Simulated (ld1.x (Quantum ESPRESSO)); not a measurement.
Before and after: TM potential for bismuth (Bi)

```
Element                 : bismuth (Bi)
Generator               : ld1.x (Quantum ESPRESSO) 7.5
Type                    : norm-conserving Troullier–Martins (Kleinman–Bylander form)
Functional              : PBEsol
Relativity              : scalar-relativistic
Frozen core             : [Xe] 4f14 5d10
Valence charge          : 5
Reference configuration : 6s1.5 6p3.5
Partial waves           : 6s (bound): rc 1.65 bohr; 6d channel at -0.15 Ry: rc 2.15 bohr; 6p (bound): rc 2.35 bohr
Local potential         : the p channel
Core correction         : Bessel-smoothed model core, default radius (core density twice the valence density)
```

All-electron outer shells of the reference configuration (PBEsol, scalar-relativistic, ld1.x):

```
shell  level (eV)  outermost node (bohr)  outermost maximum (bohr)
   5p      -96.71                   0.48                      0.86
   5d      -27.88                   0.51                      1.03
   6s      -15.06                   0.98                      1.86
   6p       -4.94                   1.14                      2.44
```

Change: wave 6p (bound): rc 2.35 bohr becomes 6p (bound): rc 1.74 bohr.

Cutoffs: the cutoffs (Ry, on a coarse ladder) from which the occupation-weighted sum of valence levels, in a spherical-Bessel basis at the reference potential, stays within 10 and 1 mRy of its value at 400 Ry; they do not see the model core or the augmentation charge, which bear on the density cutoff. Errors are all-electron minus pseudo energies relative to the spin-unpolarised reference configuration.

Problem. What does the change do?

Solution. The potential gets harder (30 Ry and 60 Ry → 45 Ry and 100 Ry); the bound ghosts move from d to d, s; of the 7 tests that both files solve, the error grows in 0 and shrinks in 6 by more than 15 % and 0.3 meV (median size 30.2 → 18.1 meV). A smaller radius makes the pseudo-wave follow the all-electron one further in, where it bends more sharply, so more plane waves are needed. Less of the atom is replaced, so other configurations are described better.

```csv
quantity,base,changed
"cutoff, loose",30 Ry,45 Ry
"cutoff, tight",60 Ry,100 Ry
loose cutoff by channel (10 mRy a level),"s 25 Ry, p 10 Ry","s 25 Ry, p 35 Ry"
bound ghosts,d,"s, d"
"error for 6s2 6p3, meV [ΔE -5.01 eV]",-7.2,-4.2
"error for 6s2 6p2, meV [ΔE 2.94 eV]",-9.5,-5.0
"error for 6s2 6p1, meV [ΔE 18.23 eV]",-52,-43
"error for 6s0 6p5, meV [ΔE 15.56 eV]",-79,-39
"error for 6s2 6p3.3, meV [ΔE -6.11 eV]",-7.9,-4.3
"error for 6s1 6p3, meV [ΔE 13.79 eV]",-30,-18
"error for 6s2 6p0, meV [ΔE 41.58 eV]",-204,-229
```

 A true bound ghost makes a file unfit for plane-wave use even where its test errors are small: the radial tests pick states by their node count and pass the ghost by.
